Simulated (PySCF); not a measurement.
Relaxation of singlet Be₂S₂

Computed with PySCF, PBE0, basis Be def2-TZVP, S def2-TZVP (no relativity, density fitting). A (50,194) grid was used.

A start displaced from a saddle point along its imaginary mode, of C2 symmetry, held to at least that symmetry:

Coordinates in bohr (charge 0 multiplicity 1):
```
Be    1.8141   -0.4724   -2.2412
Be   -1.8141    0.4724   -2.2412
S    -0.1207    2.0017    0.6317
S     0.1207   -2.0017    0.6317
```

Optimiser trace:
```
step  E − E(last) (kJ/mol)  largest gradient (Eh/bohr)
   0                 46.06                     0.01028
   1                 42.64                     0.00531
   2                 40.06                     0.00455
   3                 38.94                     0.00573
   4                 37.67                     0.00618
   5                 36.17                     0.00672
   6                 34.43                     0.00722
   7                 32.46                     0.00766
   8                 30.28                     0.00800
   9                 27.95                     0.00819
  10                 25.56                     0.00822
  11                 23.18                     0.00809
  12                  9.51                     0.01198
  13                  7.73                     0.00845
  14                  5.45                     0.00438
  15                  2.38                     0.00308
  16                  0.77                     0.00226
  17                  0.21                     0.00092
  18                  0.08                     0.00185
  19                  0.01                     0.00041
  20                  0.00                     0.00004
```

It ends at C2v with Be–Be 1.984 Å, Be–S 1.928 Å (×2), S–S 2.148 Å; Be–Be–S 92.4° (×2), Be–S–S 87.6° (×2). The frequency run here used a shortcut that can spoil soft modes, so no verdict on minimum or saddle point is given. Other isomers or separated fragments may lie lower.
